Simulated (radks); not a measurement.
Values are calculated unless marked as measured or tabulated.
Au2+, configuration [Xe] 4f14 5d9.

Code: a radial shooting solver on a logarithmic mesh with Libxc functionals. Model: Dirac Kohn-Sham, Slater X-alpha with alpha = 0.816, spin-unpolarised, spherical densities, finite nucleus; open shells fill j = l - 1/2 first; Fermi nuclear charge, rms radius 5.4371 fm.

Energy parts (eV):
| part | energy |
|---|---|
| total | -519780.95 |
| kinetic | 596767.19 |
| electron-nucleus | -1306141.56 |
| Hartree | 201162.43 |
| exchange | -11569.01 |

Orbitals (lengths in bohr, moments of r in powers of bohr):
| orbital | occ. | eigenvalue (eV) | <1/r> |
|---|---|---|---|
| 1s1/2 | 2 | -80750.88 | 95.69 |
| 2s1/2 | 2 | -14283.44 | 23.54 |
| 2p1/2 | 2 | -13715.62 | 23.52 |
| 2p3/2 | 4 | -11872.35 | 19.16 |
| 3s1/2 | 2 | -3395.072 | 8.648 |
| 3p1/2 | 2 | -3136.442 | 8.570 |
| 3p3/2 | 4 | -2728.971 | 7.431 |
| 3d3/2 | 4 | -2294.754 | 7.334 |
| 3d5/2 | 6 | -2206.878 | 7.074 |
| 4s1/2 | 2 | -757.1206 | 3.665 |
| 4p1/2 | 2 | -646.0473 | 3.559 |
| 4p3/2 | 4 | -547.9184 | 3.162 |
| 4d3/2 | 4 | -364.7867 | 2.962 |
| 4d5/2 | 6 | -346.4244 | 2.871 |
| 4f5/2 | 6 | -110.6076 | 2.503 |
| 4f7/2 | 8 | -106.6920 | 2.467 |
| 5s1/2 | 2 | -132.5560 | 1.491 |
| 5p1/2 | 2 | -96.0794 | 1.366 |
| 5p3/2 | 4 | -79.0359 | 1.220 |
| 5d3/2 | 4 | -29.8966 | 0.9120 |
| 5d5/2 | 5 | -28.0982 | 0.8776 |

The highest occupied level is 5d5/2 at -28.098 eV. The electron density at the nucleus is 2.14e+06 e/bohr^3. Summed over all electrons, <r^2> = 40.95 bohr^2, which gives a Langevin (diamagnetic) susceptibility term of -32.4 x 10^-6 cm^3/mol. The density falls to 0.001 e/bohr^3 at r = 3.44 bohr. For comparison, the ionisation energy in NIST's Atomic Spectra Database is 30 eV (theoretical). In exact Kohn-Sham theory the highest level is minus the ionisation energy, but local and semilocal functionals leave it too shallow, through self-interaction and a potential that decays too fast; potentials with the right tail come closer.

Beside tabulated values, note that spin-unpolarised runs miss the spin-polarisation part of the exchange energy of open shells.
